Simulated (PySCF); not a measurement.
# Radial density of Zn²⁺ (zinc, charge +2)

UHF, [Ar] 3d10, closed-shell 1S. Calculation: PySCF 2.14, in aug-cc-pVDZ-DK; scalar relativity by spin-free X2C-1e.

```
r (bohr)  4πr²ρ (e/bohr)
0.000893          0.2895
 0.00150          0.7202
 0.00253           1.753
 0.00425           4.115
 0.00715           9.099
  0.0120           18.09
  0.0202           29.92
  0.0340           36.69
  0.0572           31.39
  0.0963           31.72
   0.162           42.05
   0.272           24.94
   0.458           22.26
   0.771           20.04
    1.30           5.037
    2.18          0.4743
    3.67         0.01103
```

Densities and radii are taken from the X2C orbitals without a picture-change correction, which distorts them close to the nucleus.
